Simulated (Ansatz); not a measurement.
C$_{3}$H$_{10}$O$_{4}$Ti, SMILES `C[O][Ti]([OH])([O]C)[O]C` at its PBE0-D4/def2-TZVP geometry, where that method's forces vanish. Charge 0, multiplicity 1.

| atom | x (Å) | y (Å) | z (Å) |
| --- | --- | --- | --- |
| C1 | -0.013 | 2.708 | 0.293 |
| O2 | 0.093 | 1.564 | -0.492 |
| Ti3 | -0.236 | -0.191 | -0.562 |
| O4 | -1.382 | -0.556 | -1.921 |
| O5 | -0.999 | -0.675 | 0.979 |
| C6 | -2.084 | -1.273 | 1.611 |
| O7 | 1.295 | -1.080 | -0.798 |
| C8 | 2.684 | -1.023 | -0.836 |
| H9 | -0.711 | 3.417 | -0.165 |
| H10 | -0.371 | 2.468 | 1.301 |
| H11 | 0.964 | 3.197 | 0.380 |
| H12 | -1.300 | -1.208 | -2.617 |
| H13 | -1.785 | -2.228 | 2.055 |
| H14 | -2.902 | -1.457 | 0.905 |
| H15 | -2.457 | -0.624 | 2.411 |
| H16 | 3.059 | -1.598 | -1.689 |
| H17 | 3.037 | 0.010 | -0.933 |
| H18 | 3.108 | -1.451 | 0.079 |

Task: For each bond, give half the difference of the two atoms' forces along it (eV/Å; positive pushes the atoms apart) under PBE-D4, r2SCAN-D4, B3LYP-D4, ωB97M-V in def2-TZVPP. (Best estimate.)

Result: Computed: 
```
  bond  length (Å)  PBE-D4  r2SCAN-D4  B3LYP-D4  ωB97M-V
 C1–H9       1.095    0.10      -0.05     -0.09    -0.14
C1–H11       1.095    0.09      -0.05     -0.10    -0.14
Ti3–O4       1.815    0.12       0.11      0.15     0.06
Ti3–O5       1.786    0.14       0.09      0.05    -0.10
Ti3–O7       1.787    0.08       0.06      0.01    -0.12
O4–H12       0.957    0.30      -0.03     -0.07    -0.06
 O5–C6       1.391    0.05       0.12      0.20     0.37
C6–H13       1.096    0.09      -0.05     -0.09    -0.14
C6–H14       1.096    0.10      -0.05     -0.08    -0.12
C6–H15       1.095    0.09      -0.05     -0.10    -0.14
 O7–C8       1.391    0.05       0.12      0.20     0.37
C8–H16       1.095    0.10      -0.05     -0.09    -0.14
C8–H17       1.096    0.10      -0.05     -0.08    -0.12
C8–H18       1.096    0.10      -0.05     -0.09    -0.14
```

B3LYP here is the variant with VWN-RPA as its local correlation; programs differ in this.
